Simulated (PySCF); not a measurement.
An unknown is described by computed data only.

Formula: C8H9B.

* 1H NMR: chemical shifts (computed TMS as zero) by class: 7.49 (2 H), 7.29 (2 H), 7.27 (2 H), 4.21 (1 H), 1.62 (2 H) ppm [GIAO HF/pcSseg-1]
* Dipole: 0.56 D [CAM-B3LYP/def2-SVPD]
* UV, first state: lowest singlet excitation: 5.21 eV (238 nm, f = 0.065) [TDDFT CAM-B3LYP/def2-SVPD]
* Rotational structure: rotational constants A, B, C: 4.344, 1.050, 0.899 GHz [PBE0-D3(BJ)/def2-SVP]
* UV, strongest line: among the 10 lowest singlet transitions: S9 at 6.77 eV (183 nm, f = 0.097) [TDDFT CAM-B3LYP/def2-SVPD]
* 13C NMR: chemical shifts (computed TMS as zero) by class: 143.4 (2 C), 135.0 (2 C), 121.0 (2 C), 39.9 (1 C), 28.0 (1 C) ppm [GIAO HF/pcSseg-1]
* NMR, other nuclei: isotropic shieldings of nuclei other than C and H, by class: 33 (1 B) ppm [GIAO HF/pcSseg-1]

Electronic properties: PySCF, gas phase, density fitting. Levels stand in brackets. Geometry: PBE0-D3(BJ)/def2-SVP, one conformer, isolated molecule. NMR classes are plain means over equivalent atoms (diastereotopic ones count apart unless rotation or inversion swaps them), as if these changed places fast.

Question: What is the compound? Reason from the data.

Answer: Numbering: `[BH2:1][CH2:2][CH:3]1[c:4]2[cH:5][cH:6][cH:7][cH:8][c:9]21`. 8 carbons fall into 5 classes; from least to most shielded: substituted aromatic carbon [C4/C9] (143.4 ppm, 2 C), aromatic CH carbon [C6/C7] (135.0 ppm, 2 C), aromatic CH carbon [C5/C8] (121.0 ppm, 2 C), chain sp3 carbon bound to boron [C2] (39.9 ppm), benzylic-type carbon [C3] (28.0 ppm). Hydrogen classes from least to most shielded: 2 H on 2 aromatic CH carbons, C5/C8 (7.49 ppm), 2 H on a three-coordinate boron, B1 (7.29 ppm), 2 H on 2 aromatic CH carbons, C6/C7 (7.27 ppm), 1 H on a benzylic-type carbon, C3 (4.21 ppm), 2 H on an sp3 carbon bound to boron, C2 (1.62 ppm). The other shieldings belong to: 33 ppm, three-coordinate boron [B1]. The optimised geometry has point group C1 and is an asymmetric top. Structure: `BCC1C2=CC=CC=C21`. Computed isomers that give other values at the same levels: `C#C/C=C/C#CB(C)C` (13C chemical shifts (computed TMS as zero) by class: 134.4 (1 C), 133.8 (1 C), 122.4 (1 C), 105.2 (1 C), 98.9 (1 C), 72.8 (1 C), 14.2 (2 C) ppm); `C#C/C=C\C#CB(C)C` (13C chemical shifts (computed TMS as zero) by class: 137.7 (1 C), 131.3 (1 C), 119.0 (1 C), 108.1 (1 C), 104.9 (1 C), 70.0 (1 C), 13.6 (2 C) ppm); `BC1=C[C@@H]2[C@@H]3C=C[C@H]1[C@H]23` (13C chemical shifts (computed TMS as zero) by class: 165.6 (1 C), 157.8 (1 C), 145.3 (1 C), 124.7 (1 C), 49.4 (1 C), 45.6 (1 C), 39.2 (1 C), 36.8 (1 C) ppm). The assignments are read from this structure; whether some other isomer fits the data as well wasn't checked.

The values belong to the conformer `[BH2:1][CH2:2][CH:3]1[c:4]2[cH:5][cH:6][cH:7][cH:8][c:9]21`: B1–C2–C3–C4 163°.
